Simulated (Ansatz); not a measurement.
The same path of C2H9AlOSi (14 atoms, charge 0, multiplicity 1) was run 3 times with different band settings. Lost on the way: C2–H9, O3–Al4. Made: Al4–H9.

These are results of UKS PBE0-D4/6-31G in Ansatz 0.2.0, not measurements.

Relaxed end points:

```xyz
14
Properties=species:S:1:pos:R:3
C -1.639 0.207 -1.095
C -1.140 -0.777 -0.076
O 0.129 -1.501 -0.594
Al 0.436 -0.579 1.132
Si 1.933 1.340 0.858
H -0.859 0.921 -1.375
H -2.470 0.774 -0.657
H -2.010 -0.275 -2.011
H -1.874 -1.542 0.199
H 0.044 -2.343 -1.070
H 0.584 -1.652 2.325
H 1.553 2.209 -0.320
H 3.376 0.942 0.643
H 1.925 2.246 2.069
```

```xyz
14
Properties=species:S:1:pos:R:3
C -1.834 0.462 -0.864
C -0.866 -0.593 -0.515
O -0.729 -1.513 -1.449
Al 0.407 -0.856 1.096
Si 1.945 1.050 0.753
H -1.326 1.434 -0.815
H -2.606 0.499 -0.085
H -2.293 0.324 -1.846
H 0.925 -2.293 0.444
H -0.063 -2.192 -1.145
H -0.448 -0.899 2.467
H 2.640 1.020 -0.591
H 3.036 1.159 1.792
H 1.198 2.370 0.787
```

Common settings: spring 5.0 eV/Å²; optimiser quadratic models (default); start path through a guess of the saddle point; force threshold 0.03 eV/Å; iteration limit 60; end points relaxed.

| run | movable images | climbing image |
| --- | --- | --- |
| 1 | 5 | yes |
| 2 | 1 | no |
| 3 | 4 | no |

**Question.** What does each run give, and how far can it be trusted?

**Answer.** Run 1: converged after 59 iterations, highest image 1.568 eV above the first end. The profile has 3 maxima (images 1, 3, 5) with wells between them (images 2, 4): this band takes more than one step, which may be the mechanism or a detour left from its start path. Neighbouring images differ by up to 1.6 eV, so the band resolves the path poorly. A vibrational analysis at the climbing image gives one clearly imaginary mode, 467i cm⁻¹: a first-order saddle point.
Run 2: converged after 31 iterations, highest image 1.375 eV above the first end. Neighbouring images differ by up to 1.4 eV, so the band resolves the path poorly. No image climbed, so the highest image needn't sit at the top of the path. So few images can step over the top or miss a turn of the path.
Run 3: converged after 26 iterations, highest image 1.559 eV above the first end. Neighbouring images differ by up to 1.3 eV, so the band resolves the path poorly. No image climbed, so the highest image needn't sit at the top of the path.
The orbitals stay closed-shell, which can raise the energy where a bond breaks towards radicals; this wasn't checked here. Limits of this set-up: no polarisation functions.
